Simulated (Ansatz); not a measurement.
Program: Ansatz. Geometries: PBE0-D4/def2-TZVP. ΔE: electronic, gas phase. CBS: MP2 limit from def2 TZ/QZ plus the TZ coupled-cluster correction, frozen cores. This one scheme is used for every species. DFT in def2-TZVPP. HSE06 is defined as in plane-wave codes. def2 core potentials past Kr. For Sn outer-core shells are correlated without core-valence functions, which leaves a few kJ/mol of doubt a bond. Each species was taken in one conformer, which may not be the lowest.

`[CH3][Sn][NH2]` + H₂S → `[CH3][Sn][SH]` + NH₃  (ligand exchange at the Sn–N bond)

Task: Is it downhill or uphill in electronic energy at CCSD(T)/CBS, and by how much? (An estimate is asked.)

Result: The calculation gave: Downhill: ΔE = -0.64 eV.

Task: What do these levels give: PBE-D4, revPBE-D4, B97M-V, HSE06-D4, ωB97M-V, r2SCANh, CCSD(T)/def2-SVP, HF/def2-TZVPP, SCS-MP2/def2-TZVPP, CCSD/def2-TZVPP, HF/CBS(def2), CCSD/CBS(def2)? (Best estimate.)

Result: Computed: PBE-D4 -0.70, revPBE-D4 -0.69, B97M-V -0.68, HSE06-D4 -0.72, ωB97M-V -0.63, r2SCANh -0.68, CCSD(T)/def2-SVP -0.58, HF/def2-TZVPP -0.67, SCS-MP2/def2-TZVPP -0.60, CCSD/def2-TZVPP -0.60, HF/CBS(def2) -0.66, CCSD/CBS(def2) -0.64 eV.

Largest T1 diagnostic among the species: 0.016.

Leaving LDA and LC-ωPBE aside and taking each functional with its dispersion term where it has one, the values, not all of them listed here, spread over 0.13 eV, from HSE06-D4 to CAM-B3LYP-D4. LDA lies +0.05 eV from PBE without D4. In def2-TZVPP, CCSD(T) changes the Hartree–Fock value by +0.06 eV (the triples alone add −0.00 eV) and MP2 by +0.03 eV. At CCSD(T), def2-SVP lies +0.07 eV from the extrapolated value and def2-TZVPP +0.04 eV.
